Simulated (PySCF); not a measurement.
5-phenyl-1,3-thiazole (C9H7NS), SMILES c1ccc(-c2cncs2)cc1.

Geometry: PBE0-D3(BJ)/def2-SVP. One conformer was computed; it need not be the lowest.

Computed with TDDFT-ωB97X/def2-SVP (PySCF).

Vertical excitations. 

Computed UV-visible absorptions:
| state | energy (eV) | λ (nm) | f | main pairs |
|---|---|---|---|---|
| S1 | 4.94 | 251 | 0.453 | HOMO→LUMO 94 % |
| S2 | 5.26 | 236 | 0.000 | HOMO→LUMO+1 44 %, HOMO−1→LUMO 38 %, HOMO−1→LUMO+2 7 % |
| S3 | 5.43 | 228 | 0.006 | HOMO−3→LUMO 64 %, HOMO−3→LUMO+2 20 % |
| S4 | 6.01 | 206 | 0.018 | HOMO−2→LUMO 51 %, HOMO→LUMO+2 24 % |
| S5 | 6.48 | 191 | 0.060 | HOMO→LUMO+2 30 %, HOMO−1→LUMO+1 17 %, HOMO→LUMO+3 14 %, HOMO−4→LUMO 14 % |
| S6 | 6.51 | 190 | 0.099 | HOMO→LUMO+1 35 %, HOMO−1→LUMO 32 %, HOMO→LUMO+3 14 %, HOMO−1→LUMO+1 6 % |
| S7 | 6.69 | 185 | 0.097 | HOMO→LUMO+3 21 %, HOMO−1→LUMO+1 20 %, HOMO−1→LUMO 14 %, HOMO−4→LUMO 11 % |
| S8 | 7.10 | 175 | 0.152 | HOMO→LUMO+2 27 %, HOMO−2→LUMO+3 21 %, HOMO→LUMO+3 11 %, HOMO−2→LUMO 8 % |
| S9 | 7.15 | 173 | 0.082 | HOMO−3→LUMO+2 19 %, HOMO−3→LUMO+4 12 %, HOMO−1→LUMO+1 10 %, HOMO−3→LUMO+5 8 % |
| S10 | 7.22 | 172 | 0.061 | HOMO−2→LUMO+3 26 %, HOMO→LUMO+3 21 %, HOMO−4→LUMO+3 13 %, HOMO−3→LUMO+3 7 % |
| T1 | 3.29 | 377 | 0 | HOMO→LUMO 84 % |
| T2 | 4.25 | 291 | 0 | HOMO−1→LUMO+1 30 %, HOMO→LUMO+2 27 %, HOMO−2→LUMO 19 %, HOMO−4→LUMO 13 % |
| T3 | 4.69 | 264 | 0 | HOMO→LUMO+1 45 %, HOMO−1→LUMO 34 %, HOMO−1→LUMO+2 8 % |
| T4 | 4.84 | 256 | 0 | HOMO−1→LUMO+1 58 %, HOMO−2→LUMO 17 %, HOMO→LUMO+2 12 % |
Triplets are in the Tamm–Dancoff approximation, which puts them higher than full response would, so one can lie above its singlet here.
